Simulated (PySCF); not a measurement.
Species: C₃H₇NSSi.
Numbering: `[CH2:1]=[CH:2]/[CH:3]=[N:4]\[SiH2:5][SH:6]` (hydrogens: H7, H8 on C1; H9 on C2; H10 on C3; H11, H12 on Si5; H13 on S6)

Method: PySCF 2.14.0, PBE0-D3(BJ)/def2-SVP geometry optimisation, gas phase; density fitting, grid level 1; the optimiser is geomeTRIC in internal coordinates, started from a GFN2-xTB structure with every atom displaced at random (about 0.01 Å).

The end geometry, which sets the zero of energy:
```
atom  x, y, z in Å
C1      2.7448    0.0583    0.1690
C2      1.4373   -0.2032    0.0495
C3      0.5489    0.6534   -0.7413
N4     -0.6954    0.5042   -0.9402
Si5    -1.8776   -0.6439   -0.3981
S6     -3.3779    0.4261    0.6937
H7      3.1908    0.9281   -0.3249
H8      3.4106   -0.5776    0.7572
H9      0.9931   -1.0738    0.5440
H10     1.0567    1.5229   -1.2078
H11    -2.4207   -1.2818   -1.6302
H12    -1.4458   -1.7121    0.5608
H13    -3.5525    1.3516   -0.2758
```

Question: These geometries come from the run, each turned onto the end geometry. Order them by energy, lowest first.
A.
```
atom  x, y, z in Å
C1      2.7169    0.0988    0.2125
C2      1.4240   -0.2032    0.0422
C3      0.5403    0.6161   -0.7927
N4     -0.6982    0.4489   -1.0095
Si5    -1.8863   -0.6753   -0.4304
S6     -3.2868    0.4408    0.7464
H7      3.1596    0.9731   -0.2764
H8      3.3740   -0.5071    0.8407
H9      0.9853   -1.0788    0.5329
H10     1.0484    1.4760   -1.2767
H11    -2.5068   -1.2802   -1.6420
H12    -1.4446   -1.7731    0.4899
H13    -3.4137    1.4163   -0.1809
```
B.
```
atom  x, y, z in Å
C1      2.7059    0.1095    0.2454
C2      1.4212   -0.1912    0.0130
C3      0.5422    0.6136   -0.8365
N4     -0.7003    0.4233   -1.0358
Si5    -1.8840   -0.6844   -0.4369
S6     -3.2524    0.4347    0.7757
H7      3.1672    0.9832   -0.2268
H8      3.3366   -0.4938    0.9046
H9      0.9702   -1.0679    0.4899
H10     1.0354    1.4656   -1.3458
H11    -2.5327   -1.2844   -1.6363
H12    -1.4389   -1.7960    0.4684
H13    -3.3580    1.4400   -0.1231
```
C.
```
atom  x, y, z in Å
C1      2.7347    0.1102    0.2017
C2      1.4243   -0.1863    0.0549
C3      0.5003    0.5884   -0.7741
N4     -0.6698    0.3666   -0.9647
Si5    -1.8716   -0.7738   -0.4480
S6     -3.2666    0.4493    0.6766
H7      3.1482    0.9894   -0.3012
H8      3.3980   -0.4374    0.8065
H9      0.9994   -1.0336    0.5779
H10     0.9515    1.4568   -1.2567
H11    -2.5031   -1.2137   -1.6655
H12    -1.5823   -1.8585    0.4939
H13    -3.2509    1.4948   -0.1455
```
D.
```
atom  x, y, z in Å
C1      2.7018    0.1542    0.2507
C2      1.4420   -0.2280    0.0196
C3      0.5653    0.5572   -0.8456
N4     -0.6927    0.3848   -1.0410
Si5    -1.9204   -0.6831   -0.4594
S6     -3.2491    0.4363    0.7990
H7      3.1265    1.0365   -0.2382
H8      3.3677   -0.4099    0.9242
H9      1.0097   -1.0957    0.5293
H10     1.0622    1.4068   -1.3567
H11    -2.5858   -1.2492   -1.6677
H12    -1.5215   -1.8277    0.4247
H13    -3.2935    1.4699   -0.0831
```

Answer: A (0.002 eV), B (0.011 eV), D (0.033 eV), C (0.317 eV).

In the order of the answer:

| step | E above end (eV) | largest force (eV/Å) | rms force component (eV/Å) | rms distance from end (Å) | rms bond change (Å) | bond most changed (Å) |
| --- | --- | --- | --- | --- | --- | --- |
| 5 | 0.002 | 0.06 | 0.013 | 0.090 | 0.000 | Si5–S6 +0.001 |
| 2 | 0.011 | 0.40 | 0.097 | 0.134 | 0.003 | N4–Si5 -0.007 |
| 1 | 0.033 | 1.26 | 0.304 | 0.176 | 0.006 | C3=N4 +0.016 |
| 0 | 0.317 | 5.37 | 1.332 | 0.152 | 0.030 | C3=N4 -0.063 |

The cost below is that of the whole optimisation. On one thread, Arm Neoverse V1 (aarch64), no GPU (shared host), this took 79 s of wall time and 0.53 GiB of memory at its peak.
